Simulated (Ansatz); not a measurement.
C$_{7}$H$_{8}$O, charge +1, doublet, geometry from GFN2-xTB (a state made from the parent by changing its charge; the spin is typed, not shown lowest); R2SCAN/3-21G in Ansatz (a quantum-chemistry and plane-wave program).

Here is a job for Ansatz.
Ansatz 0.2 input:
```yaml
crystal:
  periodic: [false, false, false]
  atoms:
    - {symbol: C, position_ang: [-2.79994876, 0.22093323, -0.15261839]}
    - {symbol: O, position_ang: [-1.65159586, -0.42880563, -0.64059700]}
    - {symbol: C, position_ang: [-0.44201099, -0.17101984, -0.22684011]}
    - {symbol: C, position_ang: [0.59587571, -0.94041302, -0.84724677]}
    - {symbol: C, position_ang: [1.90298651, -0.74986514, -0.48680554]}
    - {symbol: C, position_ang: [2.22808724, 0.19947437, 0.49099026]}
    - {symbol: C, position_ang: [1.22088842, 0.96141785, 1.10811833]}
    - {symbol: C, position_ang: [-0.09519077, 0.78967394, 0.76500770]}
    - {symbol: H, position_ang: [-3.64264016, -0.21251619, -0.69084568]}
    - {symbol: H, position_ang: [-2.92689406, 0.05731604, 0.92272892]}
    - {symbol: H, position_ang: [-2.76013255, 1.29938922, -0.33864226]}
    - {symbol: H, position_ang: [0.30628205, -1.66194137, -1.59602248]}
    - {symbol: H, position_ang: [2.68431497, -1.32926502, -0.95404432]}
    - {symbol: H, position_ang: [3.25938376, 0.34905374, 0.77462531]}
    - {symbol: H, position_ang: [1.49028531, 1.68822815, 1.85942502]}
    - {symbol: H, position_ang: [-0.86195654, 1.37897221, 1.24391872]}
basis:
  gaussian:
    orbitals: 3-21G.json
hamiltonian:
  xc: r2scan
total_charge: 1
magnetization: {spin_polarized: true, initial_magnetization: 1}
```
The basis file holds 3-21G in the JSON format of the Basis Set Exchange.

Problem. Predict the main parts of the log of this Ansatz run.

Solution. 
```
Functional definition: r2SCAN
1152 factors; integrals over basis functions are off by at most 9.1e-4 eV
mean field evaluation 1: about -9363.3266 eV, gradient 4.1e1 eV
mean field evaluation 2: about -9364.0691 eV, gradient 3.8e1 eV
mean field evaluation 4: about -9370.9213 eV, gradient 4.8e0 eV
mean field evaluation 8: about -9370.9596 eV, gradient 2.6e-1 eV
mean field evaluation 16: about -9370.9602 eV, gradient 1.1e-3 eV
mean field evaluation 32: about -9369.6691 eV, gradient 4.4e0 eV
mean field -9370.96023739 eV, -344.3764368592 hartree, gradient 3.7e-5 eV, S^2 0.766273; 1 other end points of the search recorded, 0 dependent functions left out
reference -9370.96024435 eV, -344.3764371149 hartree; 29, 28 occupied and 59, 60 virtual orbitals, 1152 factors
Total energy: -9370.96024435 eV, -344.3764371149 hartree
```
